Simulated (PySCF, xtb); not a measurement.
C4H6BFO, SMILES FB1CC=CCO1. One conformer was computed; it need not be the lowest.

Harmonic wavenumbers (cm⁻¹) from GFN2-xTB run with xtb 6.7.1 at its own minimum, in rising order: 43, 191, 325, 351, 405, 441, 488, 690, 710, 833, 845, 920, 934, 987, 993, 1091, 1105, 1174, 1202, 1206, 1290, 1305, 1343, 1374, 1447, 1454, 1733, 2864, 2898, 2940, 2972, 3052, 3080.

### Question
What does PBE-D3(BJ)/def2-SVP run with PySCF 2.14.0 give at its own minimum? (An estimate is asked for; the answer gives what the named calculation found.)

### Answer
75, 171, 350, 360, 442, 458, 489, 651, 713, 835, 845, 899, 946, 958, 983, 1071, 1109, 1149, 1200, 1227, 1295, 1348, 1364, 1378, 1399, 1463, 1694, 2937, 2952, 2966, 2979, 3082, 3107. Paired by order, the mean absolute difference is 22 cm⁻¹ and the zero-point energies are 61.0 and 61.3 kcal/mol.
